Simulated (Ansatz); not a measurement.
[Te4]2- (Te4²⁻), relaxed as a singlet with RKS B3LYP-D4/def2-SVPD in Ansatz, starting from the GFN2-xTB (ALPB water) geometry. Force threshold 0.02 eV/Å.

In the def2 sets Te takes a core potential; there is no spin–orbit coupling. A multiply charged anion in the gas phase is held together partly by the finite basis. The highest occupied level of the charge -2 singlet lies above zero (up to 2.12 eV). The electron is either unbound and held by the finite basis, or the level is raised by self-interaction error.

Start:

Cartesian coordinates in Å:
```
Te 0.256 -3.127 0.503
Te -0.718 -0.641 1.109
Te 1.049 1.024 -0.125
Te -0.586 2.744 -1.487
```

(1) Estimate the energy that the relaxation releases and the steps that it takes.

(2) Does the start keep its bonding and symmetry?

(3) Predict the relaxed structure.

Answers

(1) 16.9 kJ/mol, in 9 steps; 36 s on 4 threads of Arm Neoverse V1 on a shared host. No frequencies were taken in this run, so the end may be a saddle point.

(2) By distances, no bond broke or formed. The bond that changes most is Te2–Te3, from 2.72 to 2.83 Å (atoms count from 1). Point group C2 at the start, C2 at the end, both within 0.05 Å.

(3) 
Cartesian coordinates in Å:
```
Te 0.087 -3.333 0.370
Te -0.467 -0.776 1.347
Te 0.940 1.322 0.064
Te -0.559 2.787 -1.782
```
Bond lengths: 3 × Te–Te 2.79 to 2.83 Å.
